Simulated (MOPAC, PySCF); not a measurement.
H$_{3}$ClGe, SMILES `[Cl][GeH3]`, neutral singlet in the gas phase. 

Cartesian coordinates (Å):
SMILES: [Cl][GeH3]
```xyz
5

Cl     1.9936    -0.0441     0.0279
Ge    -0.1602     0.0035    -0.0022
H     -0.6267    -1.2040    -0.8209
H     -0.5730     1.3254    -0.6568
H     -0.6337    -0.0808     1.4519
```
Charge 0, spin multiplicity 1.

All levels are single points at this geometry (PBE0-D3(BJ)/def2-TZVP); Pople sets use spherical d functions. Orbital energies aren't observables, and empty levels follow the basis.

```csv
level,HOMO (eV),LUMO (eV),gap (eV),dipole (D),"vertical IE, Delta-SCF (eV)"
ωB97X-D3(BJ)/def2-TZVP in PySCF,-11.27,1.80,13.07,2.02,11.50
B3LYP/3-21G in PySCF,-8.42,-0.60,7.82,2.84,–
B3LYP/6-311+G** (LANL2DZ on Ge) in PySCF,-8.56,-0.67,7.89,2.47,–
B3LYP/LANL2DZ in PySCF,-8.45,-0.66,7.80,2.81,–
M06-2X/6-31G* in PySCF,-9.99,0.48,10.47,2.35,–
SVWN5/6-31G* in PySCF,-7.32,-1.42,5.89,2.17,–
HF/STO-3G in PySCF,-9.99,8.65,18.63,3.07,–
AM1 in MOPAC,-11.31,-0.68,10.62,2.53,–
PM7 in MOPAC,-10.88,-1.75,9.13,3.15,–
```
